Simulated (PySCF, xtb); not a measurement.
Ge(H)2(Cl)(NH2) (ClGeH4N), SMILES [NH2][GeH2][Cl].

xtb with GFN2-xTB at its own geometry gives an orbital gap of 7.36 eV and a dipole moment of 2.57 D.

The structure is a stationary point at ωB97X-D3(BJ)/def2-SVP. Other conformers were not sampled.

Problem. What does PBE/def2-TZVPD (PySCF) give? (The exact figures need the calculation; the answer reports its results.)

Solution. gap 5.61 eV (levels -6.54 and -0.93 eV), dipole 1.74 D.
